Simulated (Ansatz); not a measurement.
C₂H₆ClFSi, SMILES `C[SiH](Cl)CF`. Total charge 0; spin multiplicity 1. The structure was optimised at the PBE0-D4/def2-TZVP level. It is one conformer, not always the lowest.

```xyz
11

C     0.186    1.089   -1.142
Si   -0.476   -0.431   -0.315
Cl    0.133   -2.124   -1.326
C     0.203   -0.618    1.438
F    -0.130    0.515    2.178
H    -0.228    1.200   -2.146
H     1.275    1.048   -1.220
H    -0.085    1.972   -0.556
H    -1.959   -0.437   -0.286
H    -0.213   -1.496    1.943
H     1.294   -0.718    1.433
```

Q: What is the dipole moment at r2SCAN/def2-TZVPP? (Estimate.)

A: Computed: 0.75 D, with components (0.40, 0.53, -0.35) D in this frame, pointing from negative to positive charge.

Q: And with PBE, B3LYP, ωB97M-V? (An estimate is asked.)

A: Computed: PBE 0.74 D, B3LYP 0.71 D, ωB97M-V 0.71 D.

Q: Give the Mulliken charges with r2SCAN, PBE, ωB97M-V in def2-TZVPP. (Estimate.)

A: The calculation gave: 
```
atom  r2SCAN    PBE  ωB97M-V
  C1   -0.30  -0.37    -0.44
 Si2    0.49   0.39     0.41
 Cl3   -0.28  -0.24    -0.23
  C4    0.04  -0.03    -0.08
  F5   -0.25  -0.21    -0.24
  H6    0.08   0.11     0.13
  H7    0.08   0.11     0.12
  H8    0.09   0.12     0.13
  H9   -0.08  -0.07    -0.03
 H10    0.07   0.10     0.12
 H11    0.06   0.09     0.11
```

B3LYP here is the variant with VWN-RPA as its local correlation; programs differ in this.
